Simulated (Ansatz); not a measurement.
Geometry optimisation, RKS PBE-D4/def2-SVP in Ansatz.

input.yaml

```yaml
crystal:
  periodic: [false, false, false]
  atoms:
    - { symbol: Sn, position_ang: [-1.3552, 0.6764, 1.0716] }
    - { symbol: C, position_ang: [0.5699, -0.6125, 0.1272] }
    - { symbol: C, position_ang: [0.6687, -0.3558, -1.3704] }
    - { symbol: O, position_ang: [0.2744, 1.5554, 1.5447] }
    - { symbol: H, position_ang: [0.7273, 0.5769, 0.8617] }
    - { symbol: H, position_ang: [-2.3475, -0.1334, 2.2704] }
    - { symbol: H, position_ang: [-2.4149, 1.4234, -0.1024] }
    - { symbol: H, position_ang: [0.2166, -1.6342, 0.3052] }
    - { symbol: H, position_ang: [1.5803, -0.6256, 0.5624] }
    - { symbol: H, position_ang: [0.9012, 0.6881, -1.5745] }
    - { symbol: H, position_ang: [-0.2701, -0.5919, -1.8686] }
    - { symbol: H, position_ang: [1.4493, -0.9666, -1.8272] }
basis:
  gaussian: { orbitals: def2-SVP }
hamiltonian:
  xc: pbe
  dispersion: d4
relax:
  f_tol: 0.15
  max_steps: 25
  restrain:
    - { distance: [4, 1], at: 1.07, k: 30.0 }
    - { distance: [0, 1], at: 3.45, k: 30.0 }
    - { distance: [4, 3], at: 2.27, k: 30.0 }
output:
  orbitals: {}
```

Launched with:

```bash
$ ansatz run input.yaml --threads 2 --pin off --max-ram 3072MiB --backend cpu --events-out ev --progress --plain --runs-dir out
```

Task: Where does it end, and by what steps?

Result: The forces met the threshold. The restraints hold the end off the free minimum. After 10 steps the energy has fallen by 1.042 eV (the restraints' own energy left out); H11 moved furthest, 0.87 Å. Joined: C2–H5 (1.41 → 1.09 Å).

```csv
step,energy less start (eV),largest force component (eV/Å),accepted
0,0.0000,2.627,yes
1,0.8177,3.334,yes
2,0.5942,3.768,yes
3,-0.1122,2.098,yes
4,-0.8580,1.071,yes
5,-0.9331,0.341,yes
6,-0.9764,0.656,yes
7,-0.9995,0.687,yes
8,-1.0273,0.597,yes
9,-1.0407,0.582,yes
10,-1.0416,0.592,yes
```

```xyz
12
Properties=species:S:1:pos:R:3
Sn -1.790 0.966 1.195
C 1.074 -0.644 0.134
C 0.736 -0.308 -1.319
O -0.226 1.889 1.640
H 1.078 0.249 0.760
H -2.462 -0.316 2.165
H -2.749 1.294 -0.223
H 0.341 -1.361 0.570
H 2.068 -1.131 0.214
H 1.462 0.418 -1.743
H -0.275 0.154 -1.420
H 0.741 -1.209 -1.973
```

Run time: 20 s on 2 threads of AMD EPYC 7B13 (Zen 3) (shared host), peak memory 0.17 GiB.
